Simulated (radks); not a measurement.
Hg3+, 77 electrons, occupied as [Xe] 4f13 5d10 (not the ground configuration).

Calculated with a radial shooting solver on a logarithmic mesh with Libxc functionals: Dirac Kohn-Sham, PBE, spin-unpolarised, spherical densities, point nucleus; open shells fill j = l - 1/2 first.

Energy parts (hartree):
| part | energy |
|---|---|
| total | -19656.4139 |
| kinetic | 22689.8283 |
| electron-nucleus | -49477.8488 |
| Hartree | 7503.5042 |
| exchange-correlation | -371.8976 |

Orbitals (lengths in bohr, moments of r in powers of bohr; r(90%) holds 90 % of the orbital's charge):
| orbital | occ. | eigenvalue (hartree) | <1/r> | r(90%) |
|---|---|---|---|---|
| 1s1/2 | 2 | -3053.718 | 97.68 | 0.0303 |
| 2s1/2 | 2 | -542.2390 | 24.05 | 0.109 |
| 2p1/2 | 2 | -520.2089 | 23.98 | 0.0950 |
| 2p3/2 | 4 | -448.6262 | 19.41 | 0.107 |
| 3s1/2 | 2 | -130.1043 | 8.821 | 0.265 |
| 3p1/2 | 2 | -120.2063 | 8.729 | 0.257 |
| 3p3/2 | 4 | -104.3515 | 7.536 | 0.279 |
| 3d3/2 | 4 | -88.00679 | 7.434 | 0.252 |
| 3d5/2 | 6 | -84.61189 | 7.164 | 0.259 |
| 4s1/2 | 2 | -29.97350 | 3.746 | 0.571 |
| 4p1/2 | 2 | -25.73144 | 3.636 | 0.581 |
| 4p3/2 | 4 | -21.87487 | 3.224 | 0.629 |
| 4d3/2 | 4 | -14.95226 | 3.027 | 0.656 |
| 4d5/2 | 6 | -14.22979 | 2.933 | 0.671 |
| 5s1/2 | 2 | -5.75869 | 1.548 | 1.27 |
| 4f5/2 | 6 | -5.32339 | 2.586 | 0.749 |
| 4f7/2 | 7 | -5.16454 | 2.550 | 0.759 |
| 5p1/2 | 2 | -4.33519 | 1.426 | 1.38 |
| 5p3/2 | 4 | -3.62956 | 1.274 | 1.51 |
| 5d3/2 | 4 | -1.67356 | 0.9887 | 2.00 |
| 5d5/2 | 6 | -1.59179 | 0.9539 | 2.07 |

The highest occupied level is 5d5/2 at -43.315 eV. The density falls to 0.001 e/bohr^3 at r = 3.22 bohr. Summed over all electrons, <r^2> = 37.94 bohr^2, which gives a Langevin (diamagnetic) susceptibility term of -30.1 x 10^-6 cm^3/mol.
